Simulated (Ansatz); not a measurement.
H$_{2}$F$_{3}$NSi, singlet, geometry from GFN2-xTB; CASSCF(6,4)/6-31G run with Ansatz (a program for electronic structure).

Here is a job for Ansatz.
Ansatz 0.2 input:
```yaml
crystal:
  periodic: [false, false, false]
  atoms:
    - {symbol: N, position_ang: [1.66766626, -0.28386510, -0.12733034]}
    - {symbol: Si, position_ang: [0.00750385, -0.00249434, 0.00508937]}
    - {symbol: F, position_ang: [-0.79420077, -0.98629198, -0.93716041]}
    - {symbol: F, position_ang: [-0.33292712, 1.48532609, -0.40590924]}
    - {symbol: F, position_ang: [-0.66920269, -0.18262837, 1.43072275]}
    - {symbol: H, position_ang: [2.04446168, -1.21479052, -0.15678064]}
    - {symbol: H, position_ang: [2.34379576, 0.38911535, 0.18796391]}
basis:
  gaussian:
    orbitals: 6-31G
hamiltonian:
  xc: hf
magnetization: {spin_polarized: false}
correlation: {active_space: {window: {electrons: 6, orbitals: 4}}}
```

What the program printed (banner, timings and long lists left out):

```
Functional definition: HF
561 factors; integrals over basis functions are off by at most 2.2e-4 eV
mean field evaluation 1: about -17491.0860 eV, gradient 4.1e1 eV
mean field evaluation 2: about -17491.0925 eV, gradient 4.1e1 eV
mean field evaluation 4: about -17494.1671 eV, gradient 1.7e0 eV
mean field evaluation 8: about -17494.1767 eV, gradient 1.7e-1 eV
mean field -17494.17679836 eV, -642.8991393609 hartree, gradient 3.0e-6 eV, S^2 0.000000; 0 other end points of the search recorded, 0 dependent functions left out
reference -17494.17679836 eV, -642.8991393609 hartree; 25, 25 occupied and 28, 28 virtual orbitals, 561 factors
state -17494.55526040 eV, -642.9130475841 hartree
Total energy: -17494.55526040 eV, -642.9130475841 hartree
```
